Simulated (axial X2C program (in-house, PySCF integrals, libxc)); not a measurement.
**Low determinants of CaBr at the PBE0 level, scalar-relativistic**

Calculated with an in-house relativistic program for diatomic molecules. Spin-free means the one-electron spin-free X2C Hamiltonian. Basis: Br dyall-cv3z [8s9p6d4f1g], Ca dyall-cv3z [11s12p6d4f] (cores contracted in-house); Gaussian nuclei, density fitting, unrestricted open shells. Masses: Br 78.918 u, Ca 39.963 u.

Search at 2.593 Å (vertical energies from the lowest determinant):

```csv
ΔE (eV),state,electrons beyond evenly filled partner blocks,"electrons in σ, π, δ, φ"
0.00,"M_S = 1/2, Λ = 0",σα,27 24 4 0
1.82,"M_S = 1/2, Λ = 1",π+α,26 25 4 0
2.37,"M_S = 1/2, Λ = 2",δ+α,26 24 5 0
4.71,"M_S = 1/2, Λ = 1","π+α, π+β, π-α",28 23 4 0
6.01,"M_S = 3/2, Λ = 0","σα, π+α, π+β, 2 × π-α",27 24 4 0
```

Lowest determinant, M_S = 1/2, Λ = 0 (beyond evenly filled blocks: σα): Re = 2.585 Å, ωe = 286.6 cm⁻¹.

The determinant in row 2 of the search, M_S = 1/2, Λ = 1 (beyond evenly filled blocks: π+α), was followed along the bond at PBE0; measured from the minimum of the lowest determinant it gives:

Te = 1.824 eV (14714 cm⁻¹), Re = 2.580 Å, ωe = 283.2 cm⁻¹.

(1) Compare the bond of the determinant in row 2 with that of the lowest one.

The search compares states at one distance, so a state with another bond length can lie lower; it is not exhaustive and yields mostly the lowest determinant of each block pattern, so other components and higher states of one pattern are missing. These are energies of single determinants, not of spin-adapted states; PBE0 term energies can be off by some tenths of an eV, and the functional has no current term.

Answers

(1) At PBE0 its Re is 0.005 Å shorter and its force constant, which goes as ωe², is 0.98 times that of the lowest determinant. T0 ≈ Te + Δωe/2 = 14714 + (-2) = 14712 cm⁻¹.
